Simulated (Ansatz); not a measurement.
**A ladder of methods for SbH2Cl (SMILES [H][Sb]([H])[Cl])**

SbH2Cl has 4 atoms, charge 0, and is taken as a singlet. As SMILES, `[H][Sb]([H])[Cl]`. The shape comes from GFN2-xTB, which is rough for such elements, and wasn't checked as a minimum.

Quantity: the vertical energy of the triplet above the singlet, in eV. The values are calculated.

```
           level                    kind  program  value (eV)  less FCI/STO-3G  CPU time (all runs)
       HF/STO-3G            Hartree–Fock   Ansatz        4.93            -0.20                  1 s
     BLYP/STO-3G                     GGA   Ansatz        4.58            -0.55                4.9 s
   r2SCAN/STO-3G                meta-GGA   Ansatz        4.61            -0.52                 16 s
    B3LYP/STO-3G           global hybrid   Ansatz        4.74            -0.39                5.4 s
CAM-B3LYP/STO-3G  range-separated hybrid   Ansatz        4.83            -0.30                6.9 s
    HSE06/STO-3G  range-separated hybrid   Ansatz        4.68            -0.45                6.9 s
  RPA@PBE/STO-3G                     RPA   Ansatz        4.90            -0.23                6.7 s
  BCCD(T)/STO-3G   coupled cluster or CI   Ansatz        5.14            +0.01                1.5 s
  CCSD(T)/STO-3G   coupled cluster or CI   Ansatz        5.14            +0.01                1.4 s
      FCI/STO-3G      exact in the basis   Ansatz        5.13             0.00                2.3 s
```

FCI/STO-3G is exact within its basis and frozen core, so for wave-function methods in that basis the difference is their error; functionals converge differently with the basis, so for them it is only a difference. All-electron rows without a relativistic Hamiltonian named are non-relativistic. Spin-orbit coupling, which can split open shells on such heavy atoms by tenths of an eV, is left out. The values span 4.58 to 5.14 eV. All rows use very small basis sets, so even the best lies far from the true value. In the correlated wave-function rows the outer d shell of Sb is correlated, in sets not made for it. CPU times are rough (shared hosts, several kinds of processor): they show what a rung costs within a factor of a few.
